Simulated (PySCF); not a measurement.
CH2BNO3, singlet, geometry from GFN2-xTB, with bond 4-3 at 2.4 times its length; CASSCF(2,2)/6-31G (PySCF).

The PySCF input:
```python
from pyscf import gto, scf, mcscf
import numpy

mol = gto.Mole()
mol.atom = '''
    B     0.88220237    0.46070723    0.14584955
    N    -0.26367344   -0.42372177    0.10089282
    C    -1.35831183   -0.78155806   -0.18808291
    O    -3.87340381   -1.80735920   -0.74918916
    O     0.87091585    1.65742213   -0.46350945
    H     0.07543134    1.90567153   -0.93027289
    O     1.98108421    0.07970981    0.80986509
    H     1.94327600   -0.77906088    1.22744523
'''
mol.basis = '6-31g'
mol.verbose = 4
mol.build()

mf = scf.RHF(mol)
mf.kernel()
mc = mcscf.CASSCF(mf, 2, 2)
mc.fix_spin_(ss=0.0)
mc.conv_tol = 1e-5
mc.kernel()
occ = numpy.linalg.eigvalsh(mc.fcisolver.make_rdm1(mc.ci, mc.ncas, mc.nelecas))[::-1]
ss = mc.fcisolver.spin_square(mc.ci, mc.ncas, mc.nelecas)[0]
print('natural occupations', occ.round(4), ' <S^2>', round(ss, 4))
```

What the program printed (banner, timings and long lists left out):

```
PySCF version 2.14.0

[INPUT] verbose = 4
[INPUT] num. atoms = 8
[INPUT] num. electrons = 44
[INPUT] charge = 0
[INPUT] spin (= nelec alpha-beta = 2S) = 0
[INPUT] symmetry False subgroup None
[INPUT] Mole.unit = angstrom
[INPUT] Symbol           X                Y                Z      unit          X                Y                Z       unit  Magmom
[...]
nuclear repulsion = 175.427615065584
number of shells = 34
number of NR pGTOs = 140
number of NR cGTOs = 58
basis = 6-31g
ecp = {}

******** <class 'pyscf.scf.hf.RHF'> ********
method = RHF
initial guess = minao
damping factor = 0
level_shift factor = 0
DIIS = <class 'pyscf.scf.diis.CDIIS'>
diis_start_cycle = 1
diis_space = 8
diis_damp = 0
SCF conv_tol = 1e-09
SCF conv_tol_grad = None
SCF max_cycles = 50
direct_scf = True
direct_scf_tol = 1e-13
Set gradient conv threshold to 3.16228e-05
Initial guess from minao.
init E= -343.023709854179
[...]
cycle= 1 E= -341.415751946133  delta_E= 1.61  |g|= 1.48  |ddm|=  2.8
[...]
cycle= 2 E= -334.104725023847  delta_E= 7.31  |g|= 3.17  |ddm|=  4.1
[...]
cycle= 3 E= -341.847147074368  delta_E= -7.74  |g|= 1.16  |ddm|= 3.97
[...]
cycle= 4 E= -342.274449372266  delta_E= -0.427  |g|= 0.652  |ddm|= 0.638
[...]
cycle= 5 E= -342.497088736675  delta_E= -0.223  |g|= 0.271  |ddm|= 0.697
[...]
cycle= 6 E= -342.540909514225  delta_E= -0.0438  |g|= 0.106  |ddm|= 0.434
[...]
cycle= 7 E= -342.545521574641  delta_E= -0.00461  |g|= 0.0559  |ddm|= 0.153
[...]
cycle= 8 E= -342.546365784035  delta_E= -0.000844  |g|= 0.0247  |ddm|= 0.087
[...]
cycle= 9 E= -342.546520644501  delta_E= -0.000155  |g|= 0.004  |ddm|= 0.0387
[...]
cycle= 10 E= -342.546525106129  delta_E= -4.46e-06  |g|= 0.00163  |ddm|= 0.00486
[...]
cycle= 11 E= -342.546525829256  delta_E= -7.23e-07  |g|= 0.000425  |ddm|= 0.00182
[...]
cycle= 12 E= -342.546525929166  delta_E= -9.99e-08  |g|= 0.000236  |ddm|= 0.000573
[...]
cycle= 13 E= -342.546526008063  delta_E= -7.89e-08  |g|= 0.000197  |ddm|= 0.000432
[...]
cycle= 14 E= -342.546526092925  delta_E= -8.49e-08  |g|= 0.000192  |ddm|= 0.000449
[...]
cycle= 15 E= -342.5465262354  delta_E= -1.42e-07  |g|= 0.000186  |ddm|= 0.000771
[...]
cycle= 16 E= -342.546526824861  delta_E= -5.89e-07  |g|= 0.000159  |ddm|= 0.00353
[...]
cycle= 17 E= -342.546527703876  delta_E= -8.79e-07  |g|= 0.000112  |ddm|= 0.0071
[...]
cycle= 18 E= -342.546528191334  delta_E= -4.87e-07  |g|= 5.89e-05  |ddm|= 0.00746
[...]
cycle= 19 E= -342.546528263678  delta_E= -7.23e-08  |g|= 1.84e-05  |ddm|= 0.00338
[...]
converged SCF energy = -342.546528267103
CASCI E = -342.546596374975  S^2 = 0.0000000
[...]
               |grad[o]|=0.00113  |grad[c]|=0.0137  |ddm|=0.0485  |maxRot[o]|=0.305
macro iter   3 ( 21 JK    4 micro), CASSCF E = -342.553668112503  dE = -4.26309008e-03  S^2 = 0.0000000
               |grad[o]|=0.0109  |grad[c]|=0.00953  |ddm|=0.00768  |maxRot[o]|=0.308
macro iter   4 ( 21 JK    4 micro), CASSCF E = -342.557597739477  dE = -3.92962697e-03  S^2 = 0.0000000
               |grad[o]|=0.0106  |grad[c]|=0.0188  |ddm|=0.0221  |maxRot[o]|=0.313
macro iter   5 ( 21 JK    4 micro), CASSCF E = -342.561419314242  dE = -3.82157476e-03  S^2 = 0.0000000
               |grad[o]|=0.0124  |grad[c]|=0.00831  |ddm|=0.0137  |maxRot[o]|=0.195
macro iter   6 ( 21 JK    4 micro), CASSCF E = -342.565001493602  dE = -3.58217936e-03  S^2 = 0.0000000
               |grad[o]|=0.0147  |grad[c]|=0.00634  |ddm|=0.0148  |maxRot[o]|=0.159
macro iter   7 ( 21 JK    4 micro), CASSCF E = -342.567997228809  dE = -2.99573521e-03  S^2 = 0.0000000
               |grad[o]|=0.0168  |grad[c]|=0.00663  |ddm|=0.0149  |maxRot[o]|=0.159
macro iter   8 ( 19 JK    4 micro), CASSCF E = -342.569441544514  dE = -1.44431571e-03  S^2 = 0.0000000
               |grad[o]|=0.0146  |grad[c]|=0.00364  |ddm|=0.0173  |maxRot[o]|= 0.12
macro iter   9 ( 17 JK    4 micro), CASSCF E = -342.569661061960  dE = -2.19517446e-04  S^2 = 0.0000000
               |grad[o]|=0.00743  |grad[c]|=0.00899  |ddm|=0.0145  |maxRot[o]|=0.025
macro iter  10 ( 10 JK    2 micro), CASSCF E = -342.569998627890  dE = -3.37565930e-04  S^2 = 0.0000000
               |grad[o]|=0.00427  |grad[c]|=0.00311  |ddm|=0.00208  |maxRot[o]|=0.0576
macro iter  11 ( 12 JK    3 micro), CASSCF E = -342.570202136926  dE = -2.03509036e-04  S^2 = 0.0000000
               |grad[o]|=0.00274  |grad[c]|=0.00546  |ddm|=0.00198  |maxRot[o]|=0.0799
macro iter  12 (  3 JK    1 micro), CASSCF E = -342.570206648775  dE = -4.51184900e-06  S^2 = 0.0000000
               |grad[o]|=0.000717  |grad[c]|=0.000153  |ddm|=0.000185  |maxRot[o]|=0.0119
macro iter  13 (  1 JK    1 micro), CASSCF E = -342.570206648775  dE =  0.00000000e+00  S^2 = 0.0000000
               |grad[o]|=0.000103  |grad[c]|=8.94e-07  |ddm|=6.68e-16  |maxRot[o]|=    0
1-step CASSCF converged in  13 macro (194 JK  40 micro) steps
CASSCF canonicalization
Density matrix diagonal elements [1.94754788 0.05245212]
CASSCF energy = -342.570206648775
CASCI E = -342.570206648775  E(CI) = -1.66020633289935  S^2 = 0.0000000
natural occupations [1.9489 0.0511]  <S^2> 0.0
```
